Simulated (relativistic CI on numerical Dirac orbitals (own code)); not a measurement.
## Electric-dipole lines of As²³⁺

Calculated at this level of theory: Dirac-Coulomb-Breit CI, orbitals from a KLI potential per configuration, a model potential for QED, unscaled Slater integrals (own radial code, finite nucleus).

Configuration list (outside the closed core 1s2): 2s2.2p6, 2s2.2p5.3s, 2s2.2p5.3p, 2s2.2p5.3d, 2s.2p6.3s, 2s.2p6.3p, 2s.2p6.3d, 2s2.2p5.4s, 2s2.2p5.4p, 2s2.2p5.4d, 2s2.2p5.4f, 2s.2p6.4s, 2s.2p6.4p, 2s2.2p4.3s2, 2s2.2p5.5s, 2s2.2p5.5p, 2s.2p6.4d, 2s.2p6.4f, 2s2.2p5.5d, 2s2.2p5.5f, 2s2.2p5.5g, 2s2.2p4.3s.3p, 2s2.2p4.3p2, 2s2.2p4.3s.3d, 2s2.2p4.3p.3d, 2s.2p5.3s2, 2s.2p5.3s.3p, 2s2.2p4.3d2, 2s.2p6.5s, 2s.2p6.5p, 2s.2p6.5d, 2s.2p5.3p2, 2s.2p6.5f, 2s.2p6.5g, 2s.2p5.3s.3d, 2s.2p5.3p.3d. Levels of other configurations are missing.

```csv
λ vac (Å),Lower,Upper,A (s⁻¹),E lower (eV),E upper (eV)
6.6777,2s2.2p6 1S_0 [1],2s2.2p5.4d 1P°_1 [55],2.36e+13,0.00,1856.68
8.2683,2s2.2p6 1S_0 [1],2s2.2p5.3d 1P°_1 [27],6.76e+13,0.00,1499.50
8.4600,2s2.2p6 1S_0 [1],2s2.2p5.3d 3D°_1 [23],4.00e+13,0.00,1465.54
25.088,2s2.2p5.3s 3P°_2 [2],2s2.2p5.4p 3D_3 [42],9.77e+11,1332.89,1827.09
26.416,2s2.2p5.3p 3D_2 [7],2s2.2p5.4d 3F°_3 [51],1.91e+12,1381.05,1850.40
26.829,2s2.2p5.3p 3D_3 [8],2s2.2p5.4d 3F°_4 [50],2.32e+12,1388.27,1850.40
26.845,2s2.2p5.3p 3P_1 [13],2s2.2p5.4d 3P°_2 [69],2.05e+12,1426.53,1888.38
26.874,2s2.2p5.3p 3D_2 [14],2s2.2p5.4d 3F°_3 [70],2.30e+12,1427.53,1888.89
26.960,2s2.2p5.3p 3P_2 [10],2s2.2p5.4d 3D°_3 [54],1.86e+12,1392.50,1852.38
29.856,2s2.2p5.3d 3P°_1 [17],2s2.2p5.4f 3D_2 [59],2.60e+12,1447.43,1862.70
30.032,2s.2p6.3d 3D_1 [34],2s.2p6.4f 3F°_2 [126],4.07e+12,1651.81,2064.65
30.064,2s2.2p5.3d 3F°_2 [24],2s2.2p5.4f 3G_3 [72],4.59e+12,1487.87,1900.27
30.065,2s2.2p5.3d 3P°_2 [19],2s2.2p5.4f 3F_3 [61],3.03e+12,1450.95,1863.34
30.088,2s2.2p5.3d 3F°_4 [18],2s2.2p5.4f 3G_5 [60],4.92e+12,1450.68,1862.76
30.096,2s.2p6.3d 3D_2 [35],2s.2p6.4f 3F°_3 [124],3.32e+12,1652.32,2064.29
30.123,2s2.2p5.3d 3F°_3 [20],2s2.2p5.4f 1G_4 [58],4.43e+12,1450.95,1862.55
30.164,2s.2p6.3d 3D_3 [36],2s.2p6.4f 3F°_4 [125],4.80e+12,1653.42,2064.45
30.175,2s2.2p5.3d 3D°_2 [25],2s2.2p5.4f 3D_3 [75],4.66e+12,1489.85,1900.73
30.270,2s2.2p5.3d 1D°_2 [21],2s2.2p5.4f 1F_3 [63],3.86e+12,1453.93,1863.52
30.271,2s2.2p5.3d 3F°_3 [26],2s2.2p5.4f 3G_4 [74],4.88e+12,1491.06,1900.64
30.420,2s2.2p5.3d 3D°_3 [22],2s2.2p5.4f 3F_4 [64],4.15e+12,1456.18,1863.76
30.648,2s.2p6.3d 1D_2 [37],2s.2p6.4f 1F°_3 [127],3.63e+12,1660.58,2065.13
30.912,2s2.2p5.3d 1P°_1 [27],2s2.2p5.4f 3F_2 [73],3.70e+12,1499.50,1900.60
31.161,2s2.2p5.3d 3D°_1 [23],2s2.2p5.4f 1D_2 [62],3.27e+12,1465.54,1863.42
65.522,2s2.2p5.4d 3F°_4 [50],2s2.2p5.5f 3G_5 [101],8.44e+11,1850.40,2039.62
65.554,2s2.2p5.4d 3F°_3 [51],2s2.2p5.5f 3G_4 [100],7.67e+11,1850.40,2039.54
65.800,2s2.2p5.4d 3F°_3 [70],2s2.2p5.5f 3G_4 [133],8.46e+11,1888.89,2077.31
66.035,2s2.2p5.4d 3D°_3 [54],2s2.2p5.5f 3F_4 [106],7.28e+11,1852.38,2040.13
69.706,2s2.2p5.4f 1G_4 [58],2s2.2p5.5g 1H°_5 [108],1.39e+12,1862.55,2040.42
69.750,2s2.2p5.4f 3G_5 [60],2s2.2p5.5g 3H°_6 [110],1.42e+12,1862.76,2040.51
69.766,2s2.2p5.4f 3G_3 [72],2s2.2p5.5g 3H°_4 [136],1.37e+12,1900.27,2077.99
69.773,2s2.2p5.4f 3F_2 [73],2s2.2p5.5g 3G°_3 [138],1.34e+12,1900.60,2078.29
69.780,2s2.2p5.4f 3D_1 [57],2s2.2p5.5g 3F°_2 [105],1.01e+12,1862.36,2040.04
69.788,2s2.2p5.4f 3D_3 [75],2s2.2p5.5g 3F°_4 [139],1.41e+12,1900.73,2078.39
69.796,2s.2p6.4f 3F°_3 [124],2s.2p6.5g 3G_4 [154],1.28e+12,2064.29,2241.93
69.824,2s.2p6.4f 3F°_4 [125],2s.2p6.5g 3G_5 [156],1.34e+12,2064.45,2242.02
69.872,2s2.2p5.4f 3D_2 [59],2s2.2p5.5g 3F°_3 [107],9.49e+11,1862.70,2040.15
69.873,2s2.2p5.4f 3G_4 [74],2s2.2p5.5g 3H°_5 [137],1.42e+12,1900.64,2078.08
69.970,2s2.2p5.4f 3F_3 [61],2s2.2p5.5g 3G°_4 [111],9.04e+11,1863.34,2040.54
69.989,2s2.2p5.4f 1F_3 [63],2s2.2p5.5g 1G°_4 [112],1.05e+12,1863.52,2040.67
70.029,2s2.2p5.4f 1D_2 [62],2s2.2p5.5g 3G°_3 [109],1.04e+12,1863.42,2040.47
70.050,2s2.2p5.4f 3F_4 [64],2s2.2p5.5g 3G°_5 [113],1.31e+12,1863.76,2040.75
70.084,2s.2p6.4f 1F°_3 [127],2s.2p6.5g 1G_4 [157],1.41e+12,2065.13,2242.03
198.65,2s2.2p5.3p 3D_3 [8],2s2.2p5.3d 3F°_4 [18],1.65e+10,1388.27,1450.68
223.89,2s2.2p5.3s 3P°_2 [2],2s2.2p5.3p 3D_3 [8],1.29e+10,1332.89,1388.27
```

Terms are leading LS components. Brackets give the number of a level in order of energy, since labels repeat. The list gives strong lines, with weight on those to low levels, without lines whose two gauges differ by over a factor of 2.5, among the lowest 157 of 838 levels, so that lines to higher ones, which can be the strongest, are missing. Levels whose partners in the same complex of configurations lie outside the list can be far off, and so can their lines. Rates are taken at the computed energies, electric ones in the length gauge.

At this charge energies of transitions that change n are usually good to better than 1 %, and those within a shell (Δn = 0) to a few per cent.

LS names give the leading component of a level, which can be under half, so a name can repeat, a term be missing and a line seem to break the LS rules.
